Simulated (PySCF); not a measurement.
Deuteron quadrupole couplings in `C=C[C+](C)CCC`

Species: C7H13 (charge +1).
Cartesian coordinates in Å at the GFN2-xTB level; atoms count from 1:
```xyz
20
C7H13 angstrom
C     -0.581    1.964    0.565
C     -1.201    0.765    0.685
C     -1.009   -0.324   -0.194
C     -1.868   -1.500   -0.079
C      0.119   -0.361   -1.120
C      1.375   -0.682   -0.230
C      2.037    0.540    0.360
H     -0.705    2.723    1.322
H     -0.056    2.267   -0.326
H     -1.861    0.606    1.529
H     -2.352   -1.589    0.891
H     -1.349   -2.423   -0.338
H     -2.667   -1.392   -0.824
H     -0.004   -1.149   -1.861
H      0.306    0.585   -1.626
H      1.102   -1.387    0.557
H      2.081   -1.185   -0.892
H      1.337    1.140    0.958
H      2.835    0.235    1.034
H      2.455    1.176   -0.416
```

Level: PBE0/pcSseg-1 (PySCF, non-relativistic); Q(2H) = 0.00286 b; rigid geometry, the same for H and D, with no vibrational averaging.

Question: Rank these positions by the coupling χzz of a deuteron there, largest first.
A. H9 (hydrogen on carbon)
B. H10 (hydrogen on carbon)
C. H13 (methyl hydrogen)
D. H17 (methylene hydrogen)

Answer: A (213 kHz), B (208 kHz), D (201 kHz), C (197 kHz).

Question: What are Vzz, η and χzz (234.96 MHz × Q × Vzz) at all hydrogens?

Answer: 
```csv
atom,bonded to,bond length (Å),Vzz (au),η,χzz (kHz)
H8,C1,1.079,0.3145,0.02,211
H9,C1,1.078,0.3176,0.01,213
H10,C2,1.083,0.3089,0.09,208
H11,C4,1.088,0.3033,0.05,204
H12,C4,1.089,0.3018,0.05,203
H13,C4,1.098,0.2929,0.04,197
H14,C5,1.089,0.2985,0.04,201
H15,C5,1.088,0.3046,0.03,205
H16,C6,1.091,0.2972,0.06,200
H17,C6,1.090,0.2997,0.04,201
H18,C7,1.099,0.2982,0.03,200
H19,C7,1.088,0.3086,0.02,207
H20,C7,1.088,0.3085,0.02,207
```

Question: How does χzz go with the bond length over the 13 C–H bonds?

Answer: A straight-line fit has a slope of -7.1 kHz for each 0.01 Å, with a correlation coefficient of -0.89, over lengths from 1.078 to 1.099 Å. The longer bonds have the smaller couplings here.

Isolated species at its GFN2-xTB geometry (one conformer only). GFN2-xTB bond lengths can be off by several hundredths of an ångström, more for odd bonds, and the gradients follow them. With a basis this small, the couplings can be 20 % off.

The run behind these numbers computed NMR shieldings as well. The run took 22 s wall on one thread of an Arm Neoverse V2, no GPU, on a shared host.
